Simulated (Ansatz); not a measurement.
Reaction (formal hydrolysis of the Si–Al bond): `[NH2][AlH][SiH2][SiH2]Cl` + H₂O → `O[SiH2][SiH2]Cl` + `[NH2][AlH2]`

Calculated with Ansatz (gas phase, PBE0-D4/def2-TZVP geometries, no zero-point term in ΔE). CCSD(T)/CBS is the MP2 limit (def2-TZVPP, def2-QZVPP) plus CCSD(T) − MP2 in def2-TZVPP, frozen cores. This one scheme is used for every species. Functionals use def2-TZVPP. Each species was taken in one conformer, which may not be the lowest.

Is it downhill or uphill in electronic energy at CCSD(T)/CBS, and by how much? (Best estimate.)

Computed: Downhill: ΔE = -0.54 eV.

What do these levels give: PBE0-D4, PBE, r2SCAN, HF/def2-TZVPP, CCSD(T)/def2-TZVPP, HF/def2-QZVPP? (An estimate is asked.)

Ansatz gave: PBE0-D4 -0.41, PBE -0.41, r2SCAN -0.56, HF/def2-TZVPP -0.89, CCSD(T)/def2-TZVPP -0.55, HF/def2-QZVPP -0.91 eV.

Largest T1 diagnostic among the species: 0.013.

The D4 term adds +0.09 eV with B3LYP and +0.05 eV with PBE0; it sums over pairs of atoms, weighted by their polarisabilities, and B3LYP, whose exchange is more repulsive, gets the larger term. In def2-TZVPP, CCSD(T) changes the Hartree–Fock value by +0.35 eV (the triples alone add +0.05 eV) and MP2 by +0.28 eV. From PBE to PBE0 (25 % exact exchange), in def2-TZVPP and without D4, ΔE moves by −0.04 eV.

B3LYP here is the variant with VWN-RPA as its local correlation; programs differ in this.
